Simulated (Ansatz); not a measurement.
System: sum formula NbO2Cl, net charge 0, singlet state. 
Coordinates optimised at B3LYP-D3(BJ)/def2-TZVP (Ansatz, a program for electronic structure):
```
Nb
O 1 1.7141
O 1 1.7141 2 107.05
Cl 1 2.3405 2 114.10 3 127.23
```
Charge 0, spin multiplicity 1.

Dipole moments at this geometry, in debye (magnitudes).

```
level                 program  dipole (D)
--------------------  -------  ----------
PBE/def2-TZVPD         Ansatz        4.28
BLYP/def2-TZVPD        Ansatz        4.30
revPBE/def2-TZVPD      Ansatz        4.29
r2SCAN/def2-TZVPD      Ansatz        4.46
B97M-V/def2-TZVPD      Ansatz        4.54
BHLYP/def2-TZVPD       Ansatz        4.82
r2SCAN0/def2-TZVPD     Ansatz        4.65
HSE06/def2-TZVPD       Ansatz        4.53
CAM-B3LYP/def2-TZVPD   Ansatz        4.64
LC-wPBE/def2-TZVPD     Ansatz        4.73
wB97M-V/def2-TZVPD     Ansatz        4.64
wB97X-V/def2-TZVPD     Ansatz        4.68
CCSD(T)/def2-SVPD      Ansatz        4.60
```
